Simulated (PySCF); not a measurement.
C5H9NOSi.
Geometry (GFN2-xTB, Å), atoms numbered from 1 in this order:
```
atom  x, y, z in Å
N1     2.290   -1.922    1.668
C2     1.824   -1.421    0.750
Si3    1.037   -0.587   -0.733
C4    -0.778   -1.153   -0.798
C5    -1.581   -0.408    0.275
O6    -1.469    0.993    0.195
C7    -0.236    1.510    0.639
C8     0.920    1.269   -0.339
H9     1.832   -0.921   -1.915
H10   -0.893   -2.225   -0.642
H11   -1.204   -0.919   -1.774
H12   -1.267   -0.750    1.274
H13   -2.649   -0.614    0.160
H14    0.016    1.080    1.621
H15   -0.408    2.582    0.765
H16    1.836    1.668    0.097
H17    0.724    1.831   -1.253
```

Computed at PBE0/pcSseg-1 (PySCF, non-relativistic), with Q(14N) = 0.02044 b, Q(17O) = −0.0256 b: N1, 14N (I = 1): χzz = -5.549 MHz, η = 0.016; O6, 17O (I = 5/2): χzz = -11.95 MHz, η = 0.949.

Where would the pure quadrupole (NQR) lines of 14N at N1 fall for the rigid, isolated species?

From ν± = (3/4)|χ|(1 ± η/3) and ν0 = |χ|η/2: ν+ 4.183 MHz, ν− 4.140 MHz, ν0 0.044 MHz (cyano nitrogen).

Find the zero-field quadrupole resonance frequencies of 17O at O6.

From the eigenvalues of H = χ/[4I(2I − 1)] × [3Iz² − I(I + 1) + η(Ix² − Iy²)], steps between neighbouring levels, labelled as for η = 0: ±1/2↔±3/2 3.058 MHz, ±3/2↔±5/2 3.188 MHz (cyclic ether oxygen).

In a crystal, neighbours and librations shift these lines. GFN2-xTB bond lengths can be off by several hundredths of an ångström, more for odd bonds, and the gradients follow them. The small basis limits the accuracy of the gradients.

One conformer stands for the species.
